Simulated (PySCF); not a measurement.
B3LYP has the VWN-RPA correlation part, as in Gaussian. 

```xyz
9

C     -0.9742     0.3157     0.0639
C      0.2788    -0.5616    -0.0511
C      1.5103     0.2213    -0.0495
N      2.4701     0.8546    -0.0467
H     -0.9615     0.8910     0.9891
H     -1.0372     1.0136    -0.7705
H     -1.8652    -0.3119     0.0585
H      0.3270    -1.2722     0.7773
H      0.2519    -1.1505    -0.9709
```

Charge 0, multiplicity 1.

Give the Mulliken and meta-Löwdin atomic charges from B3LYP-D3(BJ)/def2-TZVP (PySCF).


```csv
atom,Mulliken (e),meta-Löwdin (e)
C1,-0.33,-0.32
C2,-0.09,-0.21
C3,-0.22,0.11
N4,0.01,-0.24
H5,0.12,0.12
H6,0.12,0.12
H7,0.12,0.12
H8,0.13,0.14
H9,0.13,0.14
```
